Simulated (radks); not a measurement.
Numerical settings for the tungsten ion W3+, [Xe] 4f14 5d3. Calculated with a radial shooting solver on a logarithmic mesh with Libxc functionals: Dirac Kohn-Sham, BLYP, spin-unpolarised, spherical densities, finite nucleus; open shells are shared between the two j in proportion to 2j + 1; Fermi nuclear charge, rms radius 5.3658 fm. The defaults (mesh step 0.008 in ln r, mesh end at 40 bohr or more with all orbitals vanishing there, Anderson mixing 0.5 over 9 steps, residual threshold near 1e-9 with the energy settled to 1e-9 hartree or 1e-11 of itself, here a cap of 58 iterations) give E = -16162.4501 hartree and 5d5/2 at -30.665 eV in 16 iterations. Run on one thread of a shared host, so times are rough (Arm Neoverse V1): 0.18 s of CPU time, 0.18 s wall, 16 iterations on 2213 mesh points. Changes against that run (0 stands for a change within the tolerance of the run):

\begin{tabular}{lrrrrr}
setting & iterations & converged & E (mhartree) & e(5d5/2) (meV) & CPU (s) \\ \hline
mesh step in ln r 0.05 & 16 & yes & +0.148 & -0.0126 & 0.04 \\
mesh step in ln r 0.02 & 16 & yes & +0.000587 & 0 & 0.08 \\
mesh step in ln r 0.12 & 4 & no & diverged & - & 0.01 \\
mesh end (bohr) 1 & 58 & no & +2.06e+05 & +5.03e+05 & 1.7 \\
mesh end (bohr) 8 & 16 & yes & +0.00456 & +0.334 & 0.17 \\
residual threshold 0.1 & 11 & yes & 0 & 0 & 0.15 \\
residual threshold 0.001 & 11 & yes & 0 & 0 & 0.15 \\
mixing 0.2 & 21 & yes & 0 & 0 & 0.22 \\
linear mixing, mixing 0.5 & 30 & yes & 0 & 0 & 0.26 \\
linear mixing, mixing 0.2 & 58 & no & 0 & -0.0211 & 0.48 \\
mixing history 3 & 18 & yes & 0 & 0 & 0.19 \\
iteration cap 2 & 2 & no & +6.15e+03 & -3.02e+04 & 0.04 \\
\end{tabular}

No run marked as converged misses the energy by more than 1 mhartree. A mesh that ends early acts as a hard wall.
